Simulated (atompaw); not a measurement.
Before and after: PAW (atompaw) potential for aluminium

- Element: Al
- Generator: atompaw 4.2.0.5
- Type: PAW
- Functional: LDA (PW92)
- Relativity: scalar-relativistic
- Frozen core: [Ne]
- Valence charge: 3
- Reference configuration: 3s1.5 3p1.5
- Partial waves: 3s (bound): rc 2.65 bohr; 3s channel at -0.2 Ry: rc 2.65 bohr; 3p (bound): rc 2.65 bohr; 3p channel at 0.85 Ry: rc 2.65 bohr; 3d channel at 0.25 Ry: rc 2.60 bohr; 3d channel at 1.4 Ry: rc 2.60 bohr
- Local potential: troulliermartins scheme with l = 3 at 0.5 Ry, radius 2.00 bohr
- Core correction: smooth core density matched at 2.05 bohr
- Augmentation charge: besselshape compensation charge, radius 2.25 bohr; PAW radius 2.65 bohr; waves and projectors: custom polynom2 7 10 vanderbiltortho

Change: wave 3p channel at 0.85 Ry: rc 2.65 bohr becomes 3p channel at 5.45 Ry: rc 2.65 bohr.

Cutoffs: the cutoffs (Ry, on a coarse ladder) from which the occupation-weighted sum of valence levels, in a spherical-Bessel basis at the reference potential, stays within 10 and 1 mRy of its value at 400 Ry; they do not see the model core or the augmentation charge, which bear on the density cutoff.

Task: What does the change do?

Result: The potential gets neither clearly harder nor softer (8 Ry and 21 Ry → 8 Ry and 21 Ry); the range in which the p phases agree widens (upper end 3.3 → at the end of the scan); neither file shows a bound ghost.

| quantity | base | changed |
| --- | --- | --- |
| cutoff, loose | 8 Ry | 8 Ry |
| cutoff, tight | 21 Ry | 21 Ry |
| loose cutoff by channel (10 mRy a level) | s 6 Ry, p 6 Ry | s 6 Ry, p 8 Ry |
| bound ghosts | none | none |
| s: phases at 2.65 bohr within 0.05 rad from the reference energy up to (Ry; the scan ends near 5) | 2.0 | 2.0 |
| p: phases at 2.65 bohr within 0.05 rad from the reference energy up to (Ry; the scan ends near 5) | 3.3 | to the end of the scan |
| d: phases at 2.65 bohr within 0.05 rad from the reference energy up to (Ry; the scan ends near 5) | 3.7 | 3.7 |
| lowest overlap eigenvalue by channel | s 0.88, p 0.89, d 0.93 | s 0.88, p 0.72, d 0.93 |

 The cutoffs see the waves, projectors and local potential, not the compensation charge or the core.
